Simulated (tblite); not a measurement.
C7H9O2S (charge +1).
Structure used (GFN2-xTB), in Å, numbered top down from 1:
```
atom  x, y, z in Å
C1    -2.9054    0.1706    0.6069
S2    -1.8878   -0.3714   -0.7744
O3    -2.0126    0.5273   -1.8766
O4    -1.9985   -1.7806   -0.9645
C5    -0.1407   -0.1339   -0.2038
C6     0.5637    0.9420   -0.6657
C7     1.9946    1.0647   -0.4136
C8     2.6048   -0.0140    0.3552
C9     1.8708   -1.0891    0.7832
C10    0.5029   -1.1584    0.4916
H11   -3.9407    0.0288    0.3154
H12   -2.7124    1.2198    0.7883
H13   -2.6791   -0.4408    1.4706
H14    0.0497    1.6899   -1.2562
H15    2.2291    2.0449    0.0365
H16    2.5259    1.1800   -1.3770
H17    3.6634    0.0481    0.5673
H18    2.3398   -1.8921    1.3323
H19   -0.0774   -2.0264    0.7769
```

Method: GFN2-xTB as coded in tblite; computed harmonic values from a numerical Hessian at the method's own geometry, unscaled. Errors from tens to a few hundred cm⁻¹ against measured bands are possible. One conformer, not necessarily the lowest.

Harmonic wavenumbers (cm⁻¹): 30.4, 78.7, 103.3, 126.3, 196.4, 208.1, 257.3, 275.1, 315.8, 355.7, 401.6, 473.0, 490.6, 562.4, 639.6, 679.6, 717.5, 753.0, 813.5, 846.6, 866.3, 934.3, 942.0, 948.7, 968.7, 973.4, 1027.1, 1082.7, 1119.0, 1133.4, 1160.1, 1202.3, 1213.8, 1276.8, 1296.5, 1310.1, 1358.1, 1396.5, 1415.8, 1440.5, 1481.3, 1566.3, 2799.4, 2872.6, 3057.9, 3062.6, 3070.1, 3074.3, 3078.5, 3093.1, 3099.5.

A = 2484, B = 790.9, C = 700.7 MHz; mass 157.032 u (most abundant isotopes); point group C1, symmetry number 1.

Q: Zero-point energy?

A: ½Σν̃ = 30823 cm⁻¹ = 368.72 kJ/mol.

Q: Entropy at 298.15 K, 1 bar (ideal gas, RRHO, classical rotation)?

A: Translation 171.92, rotation 124.83, vibration 133.32: S = 430.1 J/(mol K).

Q: And Cp and H(298.15 K) − H(0)?

A: Cp = 172.98 J/(mol K), of which vibrations give 139.72 (their classical limit is 51 R = 424.0); H(298.15 K) − H(0) = 30.77 kJ/mol without the zero-point energy, 20.86 from vibrations.

Q: How do the functions run with temperature in this model?

A: 
```csv
T (K),S (J/(mol K)),Cp (J/(mol K)),H − H(0) (kJ/mol),G − H(0) (kJ/mol),ln q(vib)
50,253.4,56.1,2.16,-10.51,0.74
100,300.2,81.5,5.61,-24.41,2.04
373.15,472.6,206.6,45.02,-131.32,9.74
500,540.0,254.2,74.38,-195.60,13.29
750,656.0,316.8,146.45,-345.54,20.03
1000,752.9,355.7,230.86,-521.99,26.25
```

q(vib) and H(0) count from the zero-point level.

Q: Which modes carry the vibrational entropy at 298.15 K?

A: 30.4 cm⁻¹: 24.28; 78.7 cm⁻¹: 16.41; 103.3 cm⁻¹: 14.19; 126.3 cm⁻¹: 12.56; 196.4 cm⁻¹: 9.06; 208.1 cm⁻¹: 8.62 J/(mol K); the other 45 give 48.20 together.

Q: What must be added to the electronic energy to get the Gibbs energy at 298.15 K and 1 bar?

A: ZPE + [H(298.15 K) − H(0)] − T·S = 368.72 + 30.77 − 128.23 = 271.26 kJ/mol.

Q: Blend soft modes into free rotors: weight 1/[1 + (100 cm⁻¹/ν̃)⁴] for the oscillator and the rest for a rotor with moment μB/(μ + B), μ = h/(8π²ν), B = 10⁻⁴⁴ kg m². What vibrational entropy results?

A: 122.04 J/(mol K) in place of 133.32, which changes −T·S at 298.15 K by +3.36 kJ/mol.

Hindered rotation and anharmonicity are outside this model. Other conformers, if any are populated, would add a mixing term that is left out. The structure is chiral; the term R ln 2 for an equal mix with its mirror image is left out.
